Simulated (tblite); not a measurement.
Species: C4H6OSi2.
Numbering: `[CH:1]#[C:2][Si@H:3]1[CH:4]=[CH:5][SiH2:6][O:7]1` (hydrogens: H8 on C1; H9 on Si3; H10 on C4; H11 on C5; H12, H13 on Si6)

The geometry is computed with GFN2-xTB (gas phase).

Give the optimised bond lengths and angles.

| bond | length (bohr) |
| --- | --- |
| C1≡C2 | 2.271 |
| C2–Si3 | 3.497 |
| Si3–C4 | 3.573 |
| C4=C5 | 2.521 |
| C5–Si6 | 3.571 |
| Si6–O7 | 3.099 |
| Si3–O7 | 3.110 |
| C1–H8 | 1.989 |
| Si3–H9 | 2.758 |
| C4–H10 | 2.044 |
| C5–H11 | 2.045 |
| Si6–H12 | 2.756 |
| Si6–H13 | 2.758 |

A selection of angles:
| angle | degrees |
| --- | --- |
| C2–C1–H8 | 179.5 |
| C1–C2–Si3 | 179.3 |
| C2–Si3–C4 | 112.2 |
| C2–Si3–O7 | 109.5 |
| C2–Si3–H9 | 112.8 |
| C4–Si3–O7 | 97.0 |
| C4–Si3–H9 | 116.7 |
| O7–Si3–H9 | 107.1 |
| Si3–C4–C5 | 113.3 |
| Si3–C4–H10 | 124.5 |
| C5–C4–H10 | 122.3 |
| C4–C5–Si6 | 113.5 |
| C4–C5–H11 | 121.9 |
| Si6–C5–H11 | 124.6 |
| C5–Si6–O7 | 97.0 |
| C5–Si6–H12 | 114.2 |
| C5–Si6–H13 | 114.0 |
| O7–Si6–H12 | 107.6 |
| O7–Si6–H13 | 107.1 |
| H12–Si6–H13 | 114.9 |
| Si3–O7–Si6 | 119.3 |

Torsions: C2–Si3–C4–C5 114° (anticlinal); Si3–C4–C5–Si6 0° (synperiplanar); C4–C5–Si6–O7 1° (synperiplanar); C5–Si6–O7–Si3 -1° (synperiplanar); C2–Si3–O7–Si6 -116° (anticlinal).

O7 (siloxane oxygen) is bent (angle 119.3°). The 5-membered ring Si3–C4–C5–Si6–O7 has internal angles of 97.0° to 119.3° (sum 540°, against 540° for a flat polygon); it is planar, 0.00 Å rms from its mean plane, widest ring torsion 1°. The C–C distances run from 1.202 Å (C1≡C2, drawn triple) to 1.334 Å (C4=C5, drawn double), a spread of 0.132 Å. Si3 (oxygen-bound silicon) has angles from 97.0° to 116.7°. Si6 (oxygen-bound silicon) has angles from 97.0° to 114.9°. The 3 C–Si bonds span 1.850 Å (C2–Si3, drawn single) to 1.891 Å (Si3–C4, drawn single), a spread of 0.041 Å.

Point group: C1 (no symmetry element, even within 0.4 Å). Its GFN2-xTB frequencies are all real (lowest 66 cm⁻¹).
